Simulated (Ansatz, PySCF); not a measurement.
Reaction (SMILES): COBOC [dimethoxyborane] + 4 [H][H] (H2) -> B (BH3) + 2 C (CH4) + 2 O (H2O)
Each molecule is optimised on its own at B3LYP-D3(BJ)/def2-TZVP (Ansatz, an electronic-structure program), one conformer each, not searched for the lowest. Frequencies are from Ansatz or PySCF.

Quantity: energy of full hydrogenation (0 K, with B3LYP-D3(BJ) harmonic zero-point energies), in kJ/mol. Correlated levels leave the core frozen unless marked. Spin-orbit coupling is left out. No relativistic terms. CBS marks a two-point X^-3 extrapolation of the correlation energy; Hartree-Fock from the larger set. [CCSD(T)-MP2]/basis is that difference in the basis named.

RI-MP2/CBS(cc-pVTZ,cc-pVQZ)+[CCSD(T)-MP2]/cc-pVTZ (Ansatz) gives 54.5 kJ/mol.

Task: Another calculation gave 62.9 kJ/mol. Which level was it?
A. TPSSh/def2-TZVPD (PySCF)
B. PBE/def2-TZVPD (Ansatz)
C. r2SCAN/def2-TZVPD (Ansatz)
D. revPBE/def2-TZVPD (Ansatz)

Result: B, PBE/def2-TZVPD (Ansatz). The others give 47.7 (revPBE), 77.1 (r2SCAN), 89.3 (TPSSh) kJ/mol.
